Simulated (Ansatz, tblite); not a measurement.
Forces on the cluster BiB₁₀⁻ at its PBE-D4/def2-SVPD geometry. Total charge -1; singlet.

In the def2 sets Bi takes a core potential; there is no spin–orbit coupling. The xTB rows come from tblite. The restricted singlet is unstable towards broken spin symmetry in Hartree–Fock (as tested in another run); at PBE-D4/def2-TZVPD this wasn't settled. Another isomer (singlet) lies 2.02 eV lower at PBE0-D4/def2-TZVPD; other spin states weren't run for this one.

GFN1-xTB (tblite), largest force 2.54 eV/Å:

```xyz
11
positions Å, forces eV/Å
Bi    2.135    2.472   -0.542    0.078   -0.323   -0.100
B     0.458   -0.737   -0.087   -1.615    1.954    0.049
B     1.947    0.289   -0.144    1.359   -0.171   -0.074
B     0.427    1.057    0.205   -0.500    0.889    0.711
B    -0.554   -2.169   -0.235   -0.555   -0.287    0.028
B     2.120   -1.303   -0.071    0.548    0.337    0.018
B    -2.343    0.427   -0.073    0.748   -1.022    0.177
B    -1.478   -0.904   -0.270   -0.380   -0.667   -0.318
B    -1.081    1.493    0.642    0.483   -0.230   -0.335
B     0.994   -2.370   -0.107   -0.369   -0.460   -0.108
B    -2.623    1.745    0.682    0.203   -0.020   -0.048
```

GFN2-xTB (tblite), largest force 2.24 eV/Å:

```
Bi -0.074 -0.467 -0.051
B -0.416 0.694 -0.247
B 0.482 -0.843 0.027
B -0.787 0.399 0.476
B 0.167 1.034 0.231
B -0.819 0.527 0.066
B 0.279 -0.099 0.292
B -0.062 -0.474 0.025
B -0.186 0.034 -0.029
B -0.234 0.572 -0.149
B 1.650 -1.377 -0.642
```

PBE-D4/def2-TZVPD (Ansatz), largest force 0.55 eV/Å:

```
Bi -0.098 -0.214 0.069
B 0.064 -0.065 0.007
B -0.052 -0.128 -0.006
B -0.071 0.015 0.009
B 0.183 0.255 0.041
B -0.374 0.086 -0.009
B 0.197 0.078 0.184
B 0.004 -0.036 0.016
B -0.097 -0.034 -0.090
B -0.120 0.403 -0.031
B 0.364 -0.361 -0.189
```
